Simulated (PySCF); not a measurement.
Compound: C2H4F2Se.
Numbering: `[CH3:1][Se:2][CH:3]([F:4])[F:5]` (hydrogens: H6, H7, H8 on C1; H9 on C3)

Cartesian coordinates in Å at the PBE0-D3(BJ)/def2-SVP level; atoms count from 1:
```xyz
9
C2H4F2Se angstrom
C     -1.416    0.088    0.316
Se    -0.278   -1.076   -0.743
C      1.376   -0.137   -0.291
F      1.338    1.142   -0.702
F      2.388   -0.755   -0.913
H     -1.204   -0.016    1.389
H     -2.452   -0.223    0.125
H     -1.287    1.129   -0.005
H      1.552   -0.146    0.798
```

Method used: MP2 and CCSD/aug-cc-pVDZ in PySCF, restricted Hartree–Fock reference, frozen core, non-relativistic, gas phase, PBE0-D3(BJ)/def2-SVP geometry.

E(HF) = -2676.77162 Eh.

(1) How large is the problem?

(2) What are the MP2 and CCSD correlation energies?

(3) What is the T1 diagnostic?

(4) How does correlation change the dipole moment?

Answers

(1) 164 basis functions and 68 electrons; 13 orbitals frozen, which leaves o = 21 correlated occupied and v = 130 virtual orbitals. That is o·v = 2730 singles and o·v(o·v + 1)/2 = 3727815 distinct closed-shell doubles amplitudes before symmetry; the costliest CCSD step grows as o²v⁴ = 1.3 × 10^11.

(2) MP2 -0.8452 Eh and CCSD -0.8817 Eh, which gives totals of -2677.61682 and -2677.65334 Eh. That is 0.571 eV for each correlated electron at CCSD (2315 kJ/mol in all, 0.033 % of the total energy); MP2 gives 95.9 % of the CCSD value.

(3) 0.0116, below the customary warning level of 0.02. It is the norm of the spatial-orbital singles amplitudes over the root of the number of correlated electrons, so the norm is 0.075.

(4) HF gives 2.81 D and CCSD (unrelaxed density) 2.48 D, a change of -0.33 D.

Connected triples and the basis-set limit are missing.

One conformer stands for the species.
